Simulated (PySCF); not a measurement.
How methods differ on the ionisation energy of Cl⁺

Cl⁺ [Ne] 3s2 3p4 (3P) → Cl²⁺ [Ne] 3s2 3p3 (4S), as a difference of total energies. Computed with PySCF 2.14 in aug-cc-pwCVDZ, with no relativity, point nucleus. Correlated levels: valence and next inner shell: 1s2 frozen. The calculations carry no spin-orbit coupling.

| method | ionisation energy (eV) |
| --- | --- |
| UHF | 22.531 |
| MP2 (valence and next inner shell) | 23.070 |
| SCS-MP2 (valence and next inner shell) | 23.091 |
| CCSD (valence and next inner shell) | 23.093 |
| CCSD(T) (valence and next inner shell) | 23.112 |

Question: How much does correlation contribute at CCSD(T) (valence and next inner shell)?

Answer: 23.112 − (22.531) = 0.581 eV, measured against UHF.

Errors of the correlated levels include the incompleteness of this basis and the frozen core.

For comparison: 23.771 eV (measured; NIST levels, between the centres of gravity of the two terms).
